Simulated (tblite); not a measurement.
Compound: C4H9F3Si2.
Numbering: `[F:1][C:2]([F:3])([F:4])[C@@H:5]1[CH2:6][CH2:7][SiH2:8][SiH2:9]1` (hydrogens: H10 on C5; H11, H12 on C6; H13, H14 on C7; H15, H16 on Si8; H17, H18 on Si9)

Geometry (GFN2-xTB, Å), atoms numbered from 1 in this order:
```xyz
18
C4H9F3Si2 angstrom
F      1.8738   -1.0515    1.6201
C      2.1101   -0.2088    0.5974
F      3.0090   -0.8297   -0.1911
F      2.7631    0.8425    1.1360
C      0.8692    0.1702   -0.1465
C     -0.1261    0.8676    0.7864
C     -1.4443    1.1514    0.0665
Si    -2.0786   -0.4715   -0.7359
Si     0.0429   -1.3845   -0.9412
H      1.1879    0.8690   -0.9258
H     -0.3135    0.2206    1.6486
H      0.3057    1.7990    1.1666
H     -1.2738    1.9068   -0.7028
H     -2.1551    1.5809    0.7712
H     -2.9987   -1.1555    0.1807
H     -2.8254   -0.1726   -1.9617
H      0.3785   -2.5535   -0.1268
H      0.6667   -1.5742   -2.2535
```

All values are computed: GFN2-xTB (tblite) harmonic vibrations without scaling, gas phase. This tight-binding method is rough: wavenumbers can miss measured ones by several per cent, in bad cases by 10 to 20. Modes of hydrogen on silicon can be 10 to 20 % off. One conformer, not necessarily the lowest.

Harmonic wavenumbers (cm⁻¹): 52.4, 61.3, 132.4, 165.1, 225.1, 247.1, 326.3, 334.3, 379.6, 405.2, 435.6, 459.9, 477.8, 508.4, 519.4, 556.6, 600.1, 613.6, 670.5, 675.7, 701.7, 774.6, 782.9, 807.0, 875.6, 954.3, 993.1, 1006.7, 1042.0, 1076.6, 1124.2, 1173.1, 1195.9, 1233.9, 1278.4, 1292.3, 1349.2, 1482.2, 1506.6, 2208.5, 2226.7, 2244.9, 2261.0, 2940.1, 2948.2, 2966.0, 2976.1, 3004.1.

A = 2173, B = 757.3, C = 642.7 MHz; mass 170.019 u (most abundant isotopes); point group C1, symmetry number 1.

Task: What is the zero-point energy?

Result: ½Σν̃ = 26136 cm⁻¹ = 74.73 kcal/mol.

Task: Give the ideal-gas entropy at 500 K and 1 bar in the rigid-rotor, harmonic-oscillator model (classical rotation).

Result: Translation 43.89, rotation 31.64, vibration 53.31: S = 128.8 cal/(mol K).

Task: And Cp and H(500 K) − H(0)?

Result: Cp = 61.79 cal/(mol K), of which vibrations give 53.84 (their classical limit is 48 R = 95.4); H(500 K) − H(0) = 18.17 kcal/mol without the zero-point energy, 14.20 from vibrations.

Task: Which modes carry the vibrational entropy at 500 K?

Result: 52.4 cm⁻¹: 5.75; 61.3 cm⁻¹: 5.44; 132.4 cm⁻¹: 3.92; 165.1 cm⁻¹: 3.48; 225.1 cm⁻¹: 2.88; 247.1 cm⁻¹: 2.71 cal/(mol K); the other 42 give 29.14 together.

Task: How do the functions run with temperature in this model?

Result: 
```tsv
T (K)	S (cal/(mol K))	Cp (cal/(mol K))	H − H(0) (kcal/mol)	G − H(0) (kcal/mol)	ln q(vib)
100	70.3	18.0	1.25	-5.78	1.53
200	86.8	31.3	3.70	-13.66	4.01
300	101.9	43.8	7.47	-23.10	6.78
800	161.6	77.1	39.25	-90.02	20.73
1000	179.5	83.4	55.34	-124.17	25.70
```

q(vib) and H(0) count from the zero-point level.

Task: Blend soft modes into free rotors: weight 1/[1 + (100 cm⁻¹/ν̃)⁴] for the oscillator and the rest for a rotor with moment μB/(μ + B), μ = h/(8π²ν), B = 10⁻⁴⁴ kg m². What vibrational entropy results?

Result: 50.02 cal/(mol K) in place of 53.31, which changes −T·S at 500 K by +1.65 kcal/mol.

Hindered rotation and anharmonicity are outside this model. Other conformers, if any are populated, would add a mixing term that is left out. The structure is chiral; the term R ln 2 for an equal mix with its mirror image is left out.
